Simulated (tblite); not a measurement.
Compound: C5H7F3N (doublet state).
Numbering: `[CH3:1][CH2:2]/[C:3]=[N:4]/[CH2:5][C:6]([F:7])([F:8])[F:9]` (hydrogens: H10, H11, H12 on C1; H13, H14 on C2; H15, H16 on C5)

A start from a force field or distance geometry was refined with tblite 0.8.0, GFN2-xTB geometry optimisation, gas phase. Values at the start:

```csv
coordinate,start
C1–C2,1.512 Å
C1–H10,1.111 Å
C2–C3,1.475 Å
C2–H13,1.104 Å
C3=N4,1.242 Å
N4–C5,1.427 Å
C5–C6,1.494 Å
C5–H15,1.098 Å
C6–F7,1.372 Å
C6–F8,1.399 Å
C1–C2–C3,114.7°
C2–C3–N4,128.1°
C3–N4–C5,119.2°
N4–C5–C6,115.0°
C5–C6–F7,115.7°
C5–C6–F8,106.8°
F7–C6–F8,112.0°
C1–C2–C3–N4,13°
C2–C3–N4–C5,180°
C3–N4–C5–C6,-126°
```

Question: How do these coordinates change at the GFN2-xTB level?

Answer: 
```csv
coordinate,GFN2-xTB (Å or °),change
C6–F8,1.344,-0.055
C6–F7,1.337,-0.035
C5–C6,1.526,+0.032
C1–H10,1.086,-0.025
C1–C2,1.533,+0.021
C2–C3,1.464,-0.011
C2–H13,1.094,-0.010
C5–H15,1.095,-0.003
C3=N4,1.239,-0.003
N4–C5,1.428,+0.001
C3–N4–C5,127.3,+8.1
N4–C5–C6,109.1,-5.9
F7–C6–F8,106.6,-5.4
C5–C6–F8,111.2,+4.4
C5–C6–F7,112.8,-2.9
C2–C3–N4,129.0,+0.9
C1–C2–C3,114.5,-0.2
C3–N4–C5–C6,-106,+20
C1–C2–C3–N4,-4,-17
C2–C3–N4–C5,178,-2
```

The energy falls by 0.565 eV over 59 L-BFGS steps, the largest force on an atom goes from 1.92 to 0.009 eV/Å, and the atoms move by 0.232 Å rms after alignment. Among the bonds, C6–F8 and C1–H11 change most and about equally (-0.055 to -0.054 Å). Bonds longer at the end by more than 0.005 Å: 2 of 15; shorter: 9. Among the dihedrals that turn most is C3–N4–C5–H15, from 103° to 137°. Rotational constants go from 3727, 712.6, 687.8 to 3667, 768.1, 743.7 MHz.

Its GFN2-xTB frequencies are all real (lowest 22 cm⁻¹).

One conformer stands for the species.

All values are computed, not measured.
